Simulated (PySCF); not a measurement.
ethylenediamine (C$_{2}$H$_{8}$N$_{2}$), singlet, geometry from GFN2-xTB; SVWN5/3-21G (PySCF).

Input for PySCF:
```python
from pyscf import gto, scf, dft

mol = gto.Mole()
mol.atom = '''
    N     1.803892    0.386268   -0.224428
    C     0.556944    0.177002    0.492213
    C    -0.554922   -0.184469   -0.491756
    N    -1.759348   -0.550724    0.234509
    H     2.552318    0.599947    0.425329
    H     1.714755    1.170961   -0.862384
    H     0.238868    1.053641    1.084956
    H     0.696963   -0.659102    1.180802
    H    -0.234142   -1.049638   -1.076059
    H    -0.702784    0.659142   -1.189946
    H    -2.493257   -0.818000   -0.411963
    H    -2.096663    0.239043    0.775954
'''
mol.basis = '3-21g'
mol.charge = 0
mol.spin = 0
mol.verbose = 3
mol.build()

mf = dft.RKS(mol)
mf.xc = 'lda,vwn'
mf.kernel()
mf.analyze()
```

What the program printed (banner, timings and long lists left out):

```
converged SCF energy = -187.790936283584
**** MO energy ****
MO #1   energy= -13.7399981916053  occ= 2
MO #2   energy= -13.7398098673818  occ= 2
MO #3   energy= -9.72252634326324  occ= 2
MO #4   energy= -9.72156133533336  occ= 2
MO #5   energy= -0.80553164865515  occ= 2
MO #6   energy= -0.781135791463215 occ= 2
MO #7   energy= -0.621382562748143 occ= 2
MO #8   energy= -0.525055822204469 occ= 2
MO #9   energy= -0.444856503270301 occ= 2
MO #10  energy= -0.429871749344759 occ= 2
MO #11  energy= -0.390076265477949 occ= 2
MO #12  energy= -0.387691201054784 occ= 2
MO #13  energy= -0.340744804665374 occ= 2
MO #14  energy= -0.297827729316765 occ= 2
MO #15  energy= -0.296729554358684 occ= 2
MO #16  energy= -0.158561396960062 occ= 2
MO #17  energy= -0.147195516731015 occ= 2
MO #18  energy= 0.0777863540480945 occ= 0
MO #19  energy= 0.0831841328400342 occ= 0
MO #20  energy= 0.136446063136062  occ= 0
MO #21  energy= 0.137771563086352  occ= 0
MO #22  energy= 0.155332396402176  occ= 0
MO #23  energy= 0.180555286180183  occ= 0
MO #24  energy= 0.180656997855597  occ= 0
MO #25  energy= 0.199573559733552  occ= 0
 ** Mulliken atomic charges  **
charge of    0N =     -0.45007
charge of    1C =     -0.11468
charge of    2C =     -0.11468
charge of    3N =     -0.45007
charge of    4H =      0.19376
charge of    5H =      0.18692
charge of    6H =      0.06547
charge of    7H =      0.11859
charge of    8H =      0.11859
charge of    9H =      0.06548
charge of   10H =      0.19376
charge of   11H =      0.18692
Dipole moment(X, Y, Z, Debye): -0.63597,  2.34811, -0.14396
```
